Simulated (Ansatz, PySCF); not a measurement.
Reaction (SMILES): [CH2]OC(C)=O -> C[CH]OC=O
Geometries: B3LYP-D3(BJ)/def2-TZVP minima from Ansatz (a program for electronic structure), one conformer each, not searched for the lowest.

Quantity: isomerisation energy (electronic energy difference), in kcal/mol. Cores are frozen in the correlated levels unless marked. Open shells are spin-unrestricted. Spin-orbit coupling is left out. No relativistic terms. CBS(X,Y): correlation extrapolated as X^-3; Hartree-Fock from the larger set. [CCSD(T)-MP2]/basis is that difference in the basis named.

```tsv
level	program	isomerisation energy (kcal/mol)
HF/STO-3G	Ansatz	1.8
HF/def2-TZVPD	PySCF	3.1
PBE-D3(BJ)/def2-TZVPD	Ansatz + dftd3	1.1
PBE-D4/def2-TZVPD	Ansatz + dftd4	1.2
```

Q: Estimate the value at RI-MP2/CBS(cc-pVTZ,cc-pVQZ)+[CCSD(T)-MP2]/cc-pVTZ as computed with Ansatz.

A: 2.6 kcal/mol
